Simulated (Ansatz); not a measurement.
Relaxation of C3H7BSSi (13 atoms, charge 0, multiplicity 1), to a largest force component of 0.02 eV/Å in at most 50 steps.

All numbers below come from RKS PBE0-D4/def2-SVP in Ansatz 0.2.0.

```xyz
13
Properties=species:S:1:pos:R:3:forces:R:3
C -1.982 0.525 2.315 -0.58 2.47 3.01
C -1.947 -0.162 1.346 1.33 -3.24 -2.22
S -1.849 -1.222 -0.068 1.61 3.19 -0.66
B 0.089 -1.528 0.248 -3.29 -1.56 0.70
Si 1.360 -0.374 -0.540 0.31 2.50 0.80
C 0.541 1.013 -1.502 -0.40 0.61 0.26
H -2.079 1.213 3.146 0.03 -0.21 -0.22
H -2.287 -2.179 -0.960 -0.51 -2.41 0.00
H 2.237 -1.131 -1.366 0.90 -0.89 -0.90
H 2.162 0.228 0.581 0.09 -0.11 -0.04
H -0.076 0.555 -2.297 0.17 0.27 -0.10
H 1.339 1.665 -1.917 -0.47 -0.06 -0.08
H -0.165 1.617 -0.847 0.81 -0.57 -0.57
```

Task: Where does it end, and by what steps?

Result: It converged. After 30 steps the energy has fallen by 8.344 eV; H8 moved furthest, 1.57 Å. Parted: C2–S3 (1.77 → 2.83 Å). Joined: C2–B4 (2.69 → 1.52 Å).

```csv
step,energy less start (eV),largest force component (eV/Å),accepted
0,0.0000,3.294,yes
2,-1.5123,0.864,yes
4,-2.2449,1.749,yes
6,-4.2858,3.572,yes
8,-6.7678,2.199,yes
10,-7.4859,1.002,yes
12,-7.9385,0.781,yes
14,-8.2170,0.353,yes
16,-8.3060,0.478,yes
18,-8.3241,0.102,yes
20,-8.3305,0.153,yes
22,-8.3365,0.031,yes
24,-8.3400,0.130,yes
26,-8.3424,0.026,yes
28,-8.3382,0.165,no
30,-8.3437,0.020,yes
```

```xyz
13
Properties=species:S:1:pos:R:3
C -1.809 0.920 2.166
C -1.427 0.069 1.380
S -1.751 -2.472 0.188
B -0.884 -0.923 0.369
Si 0.768 -0.438 -0.692
C 0.683 1.330 -1.339
H -2.155 1.659 2.866
H -0.977 -3.016 -0.778
H 0.954 -1.406 -1.827
H 1.960 -0.590 0.209
H -0.152 1.447 -2.047
H 1.614 1.613 -1.853
H 0.520 2.028 -0.502
```

Whether the end is a true minimum wasn't checked by a vibrational analysis.

Run time: 2.2 min on 2 threads of AMD EPYC 7R43 64-Core Processor (Zen 3), with other jobs on the host, peak memory 0.34 GiB.
